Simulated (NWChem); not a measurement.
System: NH$_{2}$SeBr; SMILES Br[Se]N

NWChem printed, in part:

```
             Northwest Computational Chemistry Package (NWChem) 7.3.0
             --------------------------------------------------------

 CS  symmetry detected

                             Geometry "geometry" -> ""
                             -------------------------

 Output coordinates in angstroms (scale by  1.889725989 to convert to a.u.)

  No.       Tag          Charge          X              Y              Z
 ---- ---------------- ---------- -------------- -------------- --------------
    1 Se                  34.0000     0.39616503     0.96093386     0.00000000
    2 Br                  35.0000    -0.04539747    -1.38008480     0.00000000
    3 N                    7.0000    -1.19682949     1.75597667     0.00000000
    4 H                    1.0000    -1.75144661     1.66968998     0.84723500
    5 H                    1.0000    -1.75144661     1.66968998    -0.84723500

 Effective nuclear repulsion energy (a.u.)     406.6854971232

      Symmetry information
      --------------------

 Group name             Cs
 Group number              2
 Group order               2
 No. of unique centers     4

  pbe96 is a nonlocal functional; adding pw91lda local functional.

                                 NWChem DFT Module
                                 -----------------

 Summary of "ao basis" -> "ao basis" (spherical)
 ------------------------------------------------------------------------------
       Tag                 Description            Shells   Functions and Types
 ---------------- ------------------------------  ------  ---------------------
 Se                         def2-svp                12       32   5s4p3d
 Br                         def2-svp                12       32   5s4p3d
 N                          def2-svp                 6       14   3s2p1d
 H                          def2-svp                 3        5   2s1p

      Symmetry analysis of basis
      --------------------------

        a'         59
        a"         29

            General Information
            -------------------
          SCF calculation type: DFT
          Wavefunction type:  closed shell.
          No. of atoms     :     5
          No. of electrons :    78
           Alpha electrons :    39
            Beta electrons :    39
          Charge           :     0
          Spin multiplicity:     1
          Use of symmetry is: on ; symmetry adaption is: on
          Maximum number of iterations: 150
          AO basis - number of functions:    88
                     number of shells:    36
          Convergence on energy requested:  1.00D-06
          Convergence on density requested:  1.00D-05
          Convergence on gradient requested:  5.00D-04

              XC Information
              --------------
          PerdewBurkeErnzerhof Exchange Functional  1.000
            Perdew 1991 LDA Correlation Functional  1.000 local
           PerdewBurkeErnz. Correlation Functional  1.000 non-local

             Grid Information
             ----------------
          Grid used for XC integration:  medium
          Radial quadrature: Mura-Knowles
          Angular quadrature: Lebedev.
          Tag              B.-S. Rad. Rad. Pts. Rad. Cut. Ang. Pts.
          ---              ---------- --------- --------- ---------
          Se                  1.15      112           8.0       590
          Br                  1.15      112          10.0       590
          N                   0.65       49          10.0       434
          H                   0.35       45          10.0       434
          Grid pruning is: on
          Number of quadrature shells:   318
          Spatial weights used:  Erf1

      Superposition of Atomic Density Guess
      -------------------------------------

 Sum of atomic energies:       -5026.84033337

      Non-variational initial energy
      ------------------------------

 Total energy =   -5027.558133
 1-e energy   =   -7811.757939
 2-e energy   =    2377.514309
 HOMO         =      -0.230072
 LUMO         =      -0.052232

      Symmetry analysis of molecular orbitals - initial
      -------------------------------------------------

  Numbering of irreducible representations:

     1 a'          2 a"

  Orbital symmetries:

     1 a'          2 a'          3 a'          4 a'          5 a'
     6 a'          7 a"          8 a'          9 a'         10 a"
    11 a'         12 a'         13 a'         14 a'         15 a'
    16 a"         17 a'         18 a'         19 a"         20 a'
    21 a'         22 a"         23 a'         24 a"         25 a'
    26 a'         27 a"         28 a'         29 a"         30 a'
    31 a'         32 a'         33 a"         34 a'         35 a'
    36 a"         37 a'         38 a'         39 a"         40 a'
    41 a'         42 a'         43 a"         44 a'         45 a'
    46 a"         47 a'         48 a'         49 a"

   convergence    iter        energy       DeltaE   RMS-Dens  Diis-err
 ---------------- ----- ----------------- --------- --------- ---------
 d= 0,ls=0.0,diis     1  -5030.1633456902 -5.44D+03  1.29D-02  5.30D-01
 d= 0,ls=0.0,diis     2  -5030.1465102678  1.68D-02  1.12D-02  4.38D-01
 d= 0,ls=0.0,diis     3  -5030.1853675043 -3.89D-02  5.75D-03  1.59D-01
 d= 0,ls=0.0,diis     4  -5030.2083210846 -2.30D-02  1.93D-03  1.81D-02
 d= 0,ls=0.0,diis     5  -5030.2100343112 -1.71D-03  7.05D-04  7.42D-03
  Resetting Diis
 d= 0,ls=0.0,diis     6  -5030.2108931983 -8.59D-04  1.22D-04  1.73D-04
 d= 0,ls=0.0,diis     7  -5030.2109157389 -2.25D-05  5.57D-05  6.58D-06
 d= 0,ls=0.0,diis     8  -5030.2109150642  6.75D-07  3.95D-05  1.12D-05
 d= 0,ls=0.0,diis     9  -5030.2109163708 -1.31D-06  9.85D-06  5.75D-07
 d= 0,ls=0.0,diis    10  -5030.2109164519 -8.11D-08  1.93D-06  3.15D-08

[...]
```

Level: PBE/def2-SVP, vertical spin-unrestricted ions. The geometry was optimised at PBE0/def2-SVP.

Q: Reconstruct the input file.

A: This is not unique; one that fits is the input that was run:
```
start job
memory heap 200 mb stack 900 mb global 1100 mb
geometry units angstroms noautoz
  Se     0.380214     0.947525     0.000000
  Br    -0.010753    -1.402473     0.000000
  N     -1.229558     1.708024     0.000000
  H     -1.782185     1.609795     0.847235
  H     -1.782185     1.609795    -0.847235
end
basis spherical
  * library def2-svp
end
dft
  xc xpbe96 cpbe96
  iterations 150
  vectors input atomic output neutral.movecs
end
task dft energy
charge 1
dft
  odft
  mult 2
  vectors input atomic output cation.movecs
end
task dft energy
```
